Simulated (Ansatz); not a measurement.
PBE exchange is replaced step by step with exact exchange (0 % is PBE, 25 % PBE0; no dispersion term), basis def2-TZVP, Ansatz. System: PtCl₂ (the lowest singlet isomer of a short search). The state is a singlet with charge 0. Geometry: PBE-D4/def2-TZVP.

Geometry of the singlet:

Cartesian coordinates in Å:
```
Pt 0.543 -0.327 0.239
Cl -1.270 -1.465 -0.083
Cl 0.728 1.793 -0.156
```

In the def2 sets Pt takes a core potential; there is no spin–orbit coupling. At PBE-D4/def2-TZVP, PBE0-D4/def2-TZVP the restricted singlet is unstable: a solution with broken spin symmetry lies lower. The restricted singlet is unstable towards broken spin symmetry at other levels; at PBE with 5 % exact exchange/def2-TZVP, PBE with 10 % exact exchange/def2-TZVP, PBE with 15 % exact exchange/def2-TZVP, PBE with 35 % exact exchange/def2-TZVP and others this wasn't settled. The geometry of the singlet was relaxed on an unsound state (restricted singlet, unstable towards broken spin symmetry). At PBE0-D4/def2-TZVP a triplet of charge 0 lies 0.63 eV below the restricted singlet, each at its own geometry. The structure comes from a short search, and lower isomers may exist.

| exact exchange (%) | HOMO (eV) | LUMO (eV) | gap (eV) |
| --- | --- | --- | --- |
| 0 | -6.38 | -6.11 | 0.26 |
| 5 | -6.67 | -5.95 | 0.72 |
| 10 | -6.96 | -5.78 | 1.18 |
| 15 | -7.25 | -5.60 | 1.65 |
| 25 | -7.84 | -5.25 | 2.59 |
| 35 | -8.43 | -4.87 | 3.55 |
| 50 | -9.32 | -4.29 | 5.02 |
